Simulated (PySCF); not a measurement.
## O²⁺: excitation energy

O²⁺ [He] 2s2 2p2 (3P) → O²⁺ [He] 2s1 2p3 (5S), as a difference of total energies. All numbers are calculated (PySCF 2.14, the spin-free X2C one-electron Hamiltonian (Gaussian nucleus), in aug-cc-pCVTZ-DK with one added diffuse shell each of s, p, d, f type (8s7p5d3f, 75 functions)). Correlated levels: valence: 1s2 frozen. The calculations carry no spin-orbit coupling.

```json
{"method": "UHF", "excitation energy (eV)": "5.590"}
{"method": "MP2 (valence)", "excitation energy (eV)": "6.928"}
{"method": "SCS-MP2 (valence)", "excitation energy (eV)": "7.555"}
{"method": "CCSD (valence)", "excitation energy (eV)": "7.378"}
{"method": "CCSD(T) (valence)", "excitation energy (eV)": "7.412"}
```

Question: How much does correlation contribute at CCSD(T) (valence)?

Answer: 7.412 − (5.590) = 1.822 eV, measured against UHF.

A first-order spin-orbit estimate (lowest level to lowest level, LS coupling) adds 0.027 eV.
